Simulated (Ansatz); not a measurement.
Born–Oppenheimer molecular dynamics of ClFH₄O₂Si (9 atoms, charge 0, multiplicity 1). It starts at the highest image of a converged band. Of that band: Neighbouring images differ by up to 1.9 eV, so the band resolves the path poorly. A vibrational analysis at the climbing image gives one clearly imaginary mode, 1346i cm⁻¹: a first-order saddle point.

Method: Ansatz, RKS B3LYP-D4/def2-SVP.

- ensemble: NVE (velocity Verlet)
- time step: 0.5 fs
- steps asked: 200
- starting velocities drawn for: 100 K
- seed: 10384

First frame:

```xyz
9
Properties=species:S:1:pos:R:3
Si 0.007 -0.242 -0.072
H 0.699 0.345 1.345
F 1.437 -0.102 -0.825
O -1.055 1.016 -0.028
H -1.728 0.963 -0.722
Cl -0.958 -1.466 -1.527
O -0.006 -1.580 1.162
H 0.183 -2.519 0.983
H 0.593 -0.727 1.651
```

(1) What does the run give?

(2) What happens to the structure?

(3) How do temperature and energy run in time?

Results:

(1) The run went to its last step.

| Item | Value |
| --- | --- |
| steps done | 200 |
| time covered | 100 fs |
| mean temperature over the second half | 1092 K |
| spread of the potential energy over the second half | 23.2 meV per atom |
| mean potential energy of the second half above the start | -99.8 meV per atom |

The conserved energy stayed within 0.088 meV per atom of its start (net change -0.026 meV per atom), so the integration is sound. The kinetic energy rose, since the run started high on the potential surface and went downhill. It ends in pieces (ClFH2OSi + H2O), so much of that is their flight and rotation, not heat. A run of 0.1 ps of so small a system gives no equilibrium averages. The orbitals stay closed-shell, which can raise the energy where a bond breaks towards radicals; this wasn't checked here.

(2) Between its relaxed ends the band would form Si1–O7, H2–H9 and break Si1–H2, O7–H9. These pairs go: Si1–O7 1.82 → 3.47 Å, H2–H9 1.12 → 3.60 Å, Si1–H2 1.68 → 1.50 Å, O7–H9 1.15 → 0.96 Å. In the last frame they stand as before the step (other bonds may differ from the relaxed reactants and products). It ends as ClFH2OSi + H2O. Pairs count as bonded within 1.25 times the sum of covalent radii (0.12 Å more for H–H). Another seed would give other details.

(3) 
```csv
time (fs),T (K),potential energy less start (eV),conserved less start (meV/atom)
0,100,0.000,0.00
8,79,0.019,0.01
16,307,-0.187,0.02
24,590,-0.443,0.04
32,776,-0.611,0.03
40,815,-0.648,-0.02
48,696,-0.539,-0.01
56,748,-0.586,-0.02
64,941,-0.761,-0.04
72,1189,-0.986,-0.04
80,1194,-0.990,0.00
88,1240,-1.031,0.04
96,1339,-1.121,0.01
```

Run time: 9.3 min on 2 threads of AMD EPYC 7R43 64-Core Processor (Zen 3), with other jobs on the host, peak memory 0.23 GiB.
